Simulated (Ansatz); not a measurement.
`[OH][GeH]([Cl])[Cl]` + CH₃OH → `C[O][GeH]([OH])[Cl]` + HCl at 700 K and 1 bar (ligand exchange at a Ge–Cl bond).

Program: Ansatz. Geometries: PBE0-D4/def2-TZVP. ΔE: electronic, gas phase. CBS: MP2 limit from def2 TZ/QZ plus the TZ coupled-cluster correction, frozen cores. This one scheme is used for every species. For Ge outer-core shells are correlated without core-valence functions, which leaves a few kJ/mol of doubt a bond. Scalar relativity is left out up to krypton. One conformer a species, not always the lowest.

```json
{"species": "`[OH][GeH]([Cl])[Cl]`", "CCSD(T)/CBS energy (Eh)": "-3072.15640", "H − E (kJ/mol)": "124.2", "S (J/(mol·K))": "422.4"}
{"species": "CH₃OH", "CCSD(T)/CBS energy (Eh)": "-115.61712", "H − E (kJ/mol)": "170.8", "S (J/(mol·K))": "288.5"}
{"species": "`C[O][GeH]([OH])[Cl]`", "CCSD(T)/CBS energy (Eh)": "-2727.38103", "H − E (kJ/mol)": "252.1", "S (J/(mol·K))": "491.1"}
{"species": "HCl", "CCSD(T)/CBS energy (Eh)": "-460.38127", "H − E (kJ/mol)": "38.4", "S (J/(mol·K))": "211.8"}
```

H − E and S are ideal-gas, rigid-rotor, harmonic terms from PBE0-D4/def2-TZVP, for one conformer and one mirror image of each species. 1 Eh = 2625.50 kJ/mol, R = 8.31446 J/(mol·K).

Q: By hand: ΔE, ΔH, ΔS and ΔG.

A: ΔE = (-2727.38103) + (-460.38127) − (-3072.15640) − (-115.61712) = 0.01122 Eh = 29.5 kJ/mol. Δ(H − E) = 252.1 + 38.4 − 124.2 − 170.8 = -4.5, so ΔH = 25.0 kJ/mol. ΔS = 491.1 + 211.8 − 422.4 − 288.5 = -8.0 J/(mol·K). ΔG = 25.0 − 700 × (-8.0)/1000 = 30.6 kJ/mol.

Q: By hand: the equilibrium constant, and the temperature at which ΔG would vanish if ΔH and ΔS stayed fixed.

A: log₁₀ K = −ΔG/(RT ln 10) = -2.3. ΔH and −TΔS have one sign here, so there is no such temperature.

The number of gas molecules stays the same, so ΔS is small and ΔH decides. A doubt of 5 kJ/mol in ΔE shifts log₁₀ K by 0.4 here. Other conformers and mirror images would add mixing entropy, several J/(mol·K) or more a flexible species. These are equilibria of isolated gas molecules and say nothing of rates. Largest T1 diagnostic: 0.011 (customary marks: 0.02 for closed shells, 0.045 for open ones).

ΔS is within the doubt of such terms, so its sign, and with it that verdict, could turn.
